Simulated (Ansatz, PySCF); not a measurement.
Process, species as SMILES: [SiH3][SiH2]Cl -> [SiH2-][SiH2]Cl + H+
Each molecule is optimised on its own at B3LYP-D3(BJ)/def2-TZVP (Ansatz, a first-principles code), one conformer each, not searched for the lowest.

Quantity: gas-phase deprotonation energy (0 K, with B3LYP-D3(BJ) harmonic zero-point energies from PySCF), in eV. Valence correlation only, unless marked. Spin-orbit coupling is left out. No relativistic terms. Anions need diffuse functions: aug- sets have them; def2-D sets add few. CBS(X,Y): correlation extrapolated as X^-3; Hartree-Fock from the larger set.

| level | program | gas-phase deprotonation energy (eV) |
|---|---|---|
| B3LYP-D4/def2-TZVPD | Ansatz + dftd4 | ___ |
| CAM-B3LYP-D4/def2-TZVPD | Ansatz + dftd4 | ___ |
| CCSD(T)/CBS(aug-cc-pV(T+d)Z,aug-cc-pV(Q+d)Z) | Ansatz | 15.22 |

### Question
What belongs in the gaps?

### Answer

- B3LYP-D4/def2-TZVPD, gas-phase deprotonation energy (eV): 15.17
- CAM-B3LYP-D4/def2-TZVPD, gas-phase deprotonation energy (eV): 15.21
